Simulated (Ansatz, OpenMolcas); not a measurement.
# How methods differ on KLi (Lithium Potassium)

KLi: 2 atoms, total charge 0, spin state singlet. As SMILES, `[Li][K]`. The bond length is the measured one.

```xyz
2

Li    0.0000    0.0000    0.0000
K     0.0000    0.0000    3.2700
```

Quantity: the vertical electron affinity (to the doublet anion), in eV. The values are calculated.

The electron affinity is E(neutral) − E(anion): positive where the electron is bound.

```
                                                        level                   kind     program  value (eV)  less CCSD(T)/6-311G**
                                              r2SCAN/def2-SVP               meta-GGA      Ansatz        0.46                  +0.08
                                             r2SCAN/def2-SVPD               meta-GGA      Ansatz        0.49                  +0.11
                                            r2SCAN/def2-TZVPD               meta-GGA      Ansatz        0.49                  +0.11
                                           r2SCAN/def2-TZVPPD               meta-GGA      Ansatz        0.49                  +0.11
                                           r2SCAN/def2-QZVPPD               meta-GGA      Ansatz        0.50                  +0.12
                       CCSD(T)/STO-3G, open shells restricted  coupled cluster or CI  OpenMolcas       -3.02                  -3.40
                        CCSD(T)/3-21G, open shells restricted  coupled cluster or CI  OpenMolcas        0.39                  +0.01
                        CCSD(T)/6-31G, open shells restricted  coupled cluster or CI  OpenMolcas        0.35                  -0.03
CCSD(T)/6-31G** (spherical functions), open shells restricted  coupled cluster or CI  OpenMolcas        0.34                  -0.04
                     CCSD(T)/6-311G**, open shells restricted  coupled cluster or CI  OpenMolcas        0.38                   0.00
```

CCSD(T)/6-311G**, open shells restricted is the highest level here, not the true value. The values span -3.02 to 0.50 eV. Spin contamination of the reference (⟨S²⟩ at least 0.1 too high) touches r2SCAN/def2-SVP, r2SCAN/def2-SVPD, r2SCAN/def2-TZVPD, r2SCAN/def2-TZVPPD, r2SCAN/def2-QZVPPD. High-level rows in very small sets aren't better than simpler rows in larger ones.
